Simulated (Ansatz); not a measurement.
Consider the redistribution: `C[SiH](N)CS` + `FBN[SiH3]` → `C[SiH](N)BF` + `[SiH3]NCS`.

Program: Ansatz. Geometries: PBE0-D4/def2-TZVP. ΔE: electronic, gas phase. CCSD(T)/CBS is the MP2 limit (def2-TZVPP, def2-QZVPP) plus CCSD(T) − MP2 in def2-TZVPP, frozen cores. DFT in def2-TZVPP. One conformer a species, not always the lowest.

`C[SiH](N)CS`:

```xyz
14

C    -1.575   -0.181   -0.806
Si    0.273   -0.160   -0.588
N     0.712   -1.532    0.364
C     0.849    1.379    0.322
S     0.186    1.456    2.006
H    -1.898    0.667   -1.414
H    -1.905   -1.094   -1.309
H    -2.076   -0.114    0.163
H     0.942   -0.133   -1.927
H     1.682   -1.775    0.491
H     0.144   -2.362    0.318
H     1.940    1.454    0.335
H     0.474    2.261   -0.205
H     0.253    0.134    2.249
```

`FBN[SiH3]`:

```xyz
9

F     0.313    0.567    1.996
B     1.107    0.598    0.919
N     0.589    0.139   -0.298
Si   -1.022   -0.488   -0.567
H     2.221    1.015    1.040
H     1.209    0.174   -1.092
H    -1.269   -1.693    0.260
H    -2.050    0.534   -0.252
H    -1.099   -0.845   -2.006
```

`C[SiH](N)BF`:

Z-matrix (Å, degrees):
```
C
Si 1 1.880
H 1 1.093 2 110.7
H 1 1.094 2 110.5 3 119.4
H 1 1.093 2 111.6 3 -120.3
N 2 1.724 1 116.0 3 59.4
B 2 2.037 1 110.0 3 -179.8
H 2 1.494 1 106.8 3 -60.2
H 6 1.007 2 121.7 1 -64.7
H 6 1.007 2 120.4 1 83.9
F 7 1.326 2 119.7 1 63.2
H 7 1.207 2 125.0 1 -115.8
```

`[SiH3]NCS`:

```xyz
11

Si    0.561   -0.096    1.603
N     0.765    0.176   -0.091
C    -0.316    0.416   -0.988
S    -1.108   -1.166   -1.514
H     0.013   -1.431    1.977
H     1.899    0.048    2.229
H    -0.381    0.941    2.100
H     1.577   -0.221   -0.540
H    -1.070    1.031   -0.492
H     0.025    0.939   -1.883
H    -1.965   -0.636   -2.402
```

| level | ΔE (kJ/mol) |
| --- | --- |
| PBE0-D4 | 242.5 |
| PBE0 | 239.8 |
| MP2/def2-TZVPP | 258.2 |
| SCS-MP2/def2-TZVPP | 249.9 |
| CCSD/def2-TZVPP | 246.8 |
| CCSD(T)/def2-TZVPP | 247.3 |
| SCS-MP2/def2-QZVPP | 250.8 |
| HF/CBS(def2) | 243.4 |

(1) What does CCSD(T)/CBS give? (An estimate is asked.)

Largest T1 diagnostic among the species: 0.012.

Results:

(1) Ansatz gave: +248.7 kJ/mol. The listed levels differ from it by -6.2, -8.9, 9.5, 1.2, -1.9, -1.4, 2.1, -5.3 kJ/mol.

The D4 term adds +5.0 kJ/mol with B3LYP and +2.7 kJ/mol with PBE0; it sums over pairs of atoms, weighted by their polarisabilities, and B3LYP, whose exchange is more repulsive, gets the larger term. In def2-TZVPP, CCSD(T) changes the Hartree–Fock value by +3.6 kJ/mol (the triples alone add +0.5 kJ/mol) and MP2 by +14.5 kJ/mol. From PBE to PBE0 (25 % exact exchange), in def2-TZVPP and without D4, ΔE moves by +7.7 kJ/mol.

B3LYP here is the variant with VWN-RPA as its local correlation; programs differ in this.
